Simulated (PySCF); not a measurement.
Run record: geometry optimisation, `CC(C)(F)[SiH3]`.

Computed with PBE0-D3(BJ)/def2-SVP geometry optimisation, gas phase (PySCF 2.14.0). Start geometry: GFN2-xTB. A driver script takes a list of jobs; this job's settings line and coordinates (Å) are shown.

Command:
```bash
OMP_NUM_THREADS=1 python probes_run.py task.json out
```

Input:
```
{"job": {"xc": "PBE0", "basis": "def2-SVP", "d3": "d3bj", "grid": 1, "shake": 0.01, "kind": "geom"}, "charge": 0, "multiplicity": 1}
C     -0.989510    -1.157910    -0.144720
C     -0.123280     0.077270    -0.366530
C     -0.719560     1.316330     0.296480
F     -0.075440     0.339770    -1.755000
Si     1.718980    -0.246240     0.107350
H     -2.029380    -0.919240    -0.486430
H     -0.621880    -1.985450    -0.710220
H     -1.017970    -1.384500     0.901220
H     -1.720140     1.499520    -0.019150
H     -0.104380     2.192900     0.075640
H     -0.717700     1.180400     1.392070
H      1.762300    -0.505640     1.563910
H      2.160350    -1.384040    -0.654500
H      2.470470     0.961770    -0.207880
```

Output:
```
step   0  E = -508.44383068  max force = 0.034808
step   1  E = -508.44874871  max force = 0.006698
step   2  E = -508.44892165  max force = 0.001431
step   3  E = -508.44895065  max force = 0.000776
step   4  E = -508.44896840  max force = 0.000773
step   5  E = -508.44897898  max force = 0.000485
step   6  E = -508.44898439  max force = 0.000479
step   7  E = -508.44898786  max force = 0.000372
optimisation converged
```

Energies in Eh; «max force» is the largest Cartesian gradient component in Eh/bohr.

Question: Give the first gradient maximum in eV/Å.

Answer: With 1 Eh/bohr = 51.422 eV/Å, 1.790 eV/Å.

Question: How much energy does the optimisation release, in eV?

Answer: E(step 0) − E(last step) = 0.005157 Eh, which is 0.140 eV.

In short: final energy -508.44899 Eh after 7 steps; dipole 1.68 D.

Question: Where do the atoms end?

Answer: 0.032 Å rms from the input after alignment:
```
atom  x, y, z in Å
C1    -0.7753   -1.1494   -0.0338
C2     0.0440    0.1020   -0.2800
C3    -0.5090    1.3062    0.4568
F4    -0.0269    0.3836   -1.6561
Si5    1.9111   -0.1674    0.0676
H6    -1.8257   -0.9710   -0.3162
H7    -0.3990   -1.9926   -0.6319
H8    -0.7471   -1.4367    1.0284
H9    -1.5620    1.4689    0.1735
H10    0.0565    2.2163    0.2080
H11   -0.4637    1.1564    1.5462
H12    2.1248   -0.4816    1.5154
H13    2.4092   -1.3061   -0.7593
H14    2.6628    1.0749   -0.2788
```

The run took 38 s on an Arm Neoverse V1 with one thread, no GPU, on a shared host, and the process peaked at 0.49 GiB of memory.
Labels such as C1 count atoms from 1, the log's own numbers from 0.
